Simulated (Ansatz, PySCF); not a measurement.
Process, species as SMILES: BN (BNH4) → BN (BNH4) as doublet, charge +1 + e-
Each molecule is optimised on its own at B3LYP-D3(BJ)/def2-TZVP (Ansatz, a first-principles code), one conformer each, not searched for the lowest. A spin state is the lowest found, not a proven ground state.
Geometry of the first species:
```xyz
6

B     -0.7766     0.0323    -0.0041
N      0.6098    -0.0254     0.0032
H     -1.3984    -0.9854    -0.0254
H     -1.3119     1.0982     0.0110
H      1.1972     0.7922     0.0209
H      1.1274    -0.8889    -0.0085
```
Charge 0, spin multiplicity 1.

Property: adiabatic ionisation energy (0 K, with B3LYP-D3(BJ) harmonic zero-point energies from PySCF), in eV. Correlated levels leave the core frozen unless marked. UHF or UKS for open shells. No spin-orbit coupling. Non-relativistic. CBS(X,Y): correlation extrapolated as X^-3; Hartree-Fock from the larger set. The bracket is a focal-point correction in the basis named.

| level | program | adiabatic ionisation energy (eV) |
|---|---|---|
| BP86-D4/def2-TZVPD | PySCF + dftd4 | 10.35 |
| LC-wPBE-D3(BJ)/def2-TZVPD | Ansatz + dftd3 | 10.50 |

Task: Predict the RI-MP2/CBS(aug-cc-pVTZ,aug-cc-pVQZ)+[CCSD(T)-MP2]/aug-cc-pVTZ result (Ansatz).

Result: 10.62 eV, so LC-wPBE-D3(BJ)/def2-TZVPD differs from it by -0.12 eV.
